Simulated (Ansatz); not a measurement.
Ansatz (an electronic-structure program) job for Zr(Cl)3(OH) (Cl3HOZr), SMILES [Zr]([Cl])([Cl])([Cl])[OH], multiplicity 1, CAM-B3LYP/def2-TZVPD. Geometry: PBE0-D3(BJ)/def2-SVP. The spin state was assumed, not searched. The isomer is the one that the SMILES or the coordinates give; other isomers of the formula were not compared. The def2 effective core potentials stand for the cores of Zr; spin–orbit coupling is left out. One conformer was computed; it need not be the lowest.

Ansatz 0.2 input:
```yaml
crystal:
  periodic: [false, false, false]
  atoms:
    - {symbol: Zr, position_ang: [0.00000000, -0.00000000, 0.21022864]}
    - {symbol: Cl, position_ang: [-1.91768477, 1.10717582, -0.55225214]}
    - {symbol: Cl, position_ang: [1.91768477, 1.10717582, -0.55225214]}
    - {symbol: Cl, position_ang: [0.00000000, -2.21435163, -0.55225215]}
    - {symbol: O, position_ang: [0.00000000, -0.00000001, 2.08858166]}
    - {symbol: H, position_ang: [0.00000000, -0.00000001, 3.04706053]}
basis:
  gaussian:
    orbitals: def2-TZVPD
hamiltonian:
  xc: {name: CAM-B3LYP}
```

Program output:

```
WARN ansatz: RAYON_NUM_THREADS=2 ignored (pool sized by the plan → 2); use --threads N
Functional definition: CAM-B3LYP
integrals: 0.28 GiB planned
1478 factors; their error is unknown
integrals: 0.32 GiB planned
401 factors; integrals over basis functions are off by at most 3.9e-5 eV
mean field: 2.10 GiB planned
mean field evaluation 1: about -40914.9391 eV, gradient 6.3e1 eV
mean field evaluation 2: about -40891.6718 eV, gradient 1.3e2 eV
mean field evaluation 4: about -40921.9077 eV, gradient 3.6e0 eV
mean field evaluation 8: about -40921.9317 eV, gradient 9.6e-2 eV
mean field evaluation 16: about -40922.0137 eV, gradient 4.8e-5 eV
mean field -40922.01374556 eV, -1503.8562672121 hartree, gradient 7.4e-6 eV, S^2 0.000000; 0 other end points of the search recorded, 0 dependent functions left out
reference -40922.01390956 eV, -1503.8562732392 hartree; 36, 36 occupied and 191, 191 virtual orbitals, 1478 factors
Total energy: -40922.01390956 eV, -1503.8562732392 hartree
```

The run converged.

Cost: roughly 14 core-seconds.
